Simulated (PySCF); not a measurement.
A calculated (M06-2X, PySCF 2.14, aug-cc-pCVQZ-DK, the spin-free X2C one-electron Hamiltonian (Gaussian nucleus)) atom or ion has these occupied shells.

```
shell  electrons  orbital energy (eV)  rms radius, mean of both spins (bohr)
   1s          2              -675.33                                  0.204
   2s          2              -22.878                                   1.15
   2p          6               -2.054                                   1.54
```

Task: Name the element and its charge.

Result: F⁻ (fluorine, charge -1), in [Ne], closed-shell 1S.
